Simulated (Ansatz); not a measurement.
Gas-phase electronic energies from Ansatz, PBE0-D4/def2-TZVP geometries. CCSD(T)/CBS adds triple-zeta CCSD(T) − MP2 to the extrapolated MP2 energy (def2 sets, frozen cores). This one scheme is used for every species. DFT in def2-TZVPP. Elements past krypton have def2 core potentials. For Sn outer-core shells are correlated without core-valence functions, which leaves a few kJ/mol of doubt a bond.

Reaction (ligand exchange at the Sn–C bond): `[CH3][SnH2][C]#N` + HCl → `N#[C][SnH2][Cl]` + CH₄

```csv
level,ΔE (kJ/mol)
r2SCAN0-D4,-102.3
BHLYP,-106.8
```

Task: What does CCSD(T)/CBS give? (An estimate is asked.)

Result: The calculation gave: -95.2 kJ/mol. The listed levels differ from it by -7.1, -11.6 kJ/mol.

Largest T1 diagnostic among the species: 0.013.

In def2-TZVPP, CCSD(T) changes the Hartree–Fock value by +24.2 kJ/mol (the triples alone add +1.3 kJ/mol) and MP2 by +22.6 kJ/mol. Leaving LDA and LC-ωPBE aside and taking each functional with its dispersion term where it has one, the values, not all of them listed here, spread over 12.5 kJ/mol, from B97M-V to PBE-D4. LDA lies +9.0 kJ/mol from PBE without D4. From BLYP to BHLYP (50 % exact exchange), in def2-TZVPP and without D4, ΔE moves by −3.5 kJ/mol.
